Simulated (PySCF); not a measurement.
A structure optimised at PBE-D3(BJ)/def2-SVP, used in a PySCF frequency run:

```xyz
8

C     -1.6706    -1.0333     0.2889
C     -0.2164    -0.6629     0.4804
Cl     0.8545    -1.7143    -0.5018
Br     0.0794     1.2421     0.0474
H     -1.9703    -0.9021    -0.7685
H     -1.8208    -2.0947     0.5727
H     -2.3131    -0.3946     0.9263
H      0.1213    -0.7608     1.5273
```

Question: Write its SMILES and formula.

Answer: C[C@@H](Cl)Br, C2H4BrCl

Question: What are its rotational constants (standard atomic weights)?

Answer: 5.9491, 1.9297, 1.5182 GHz
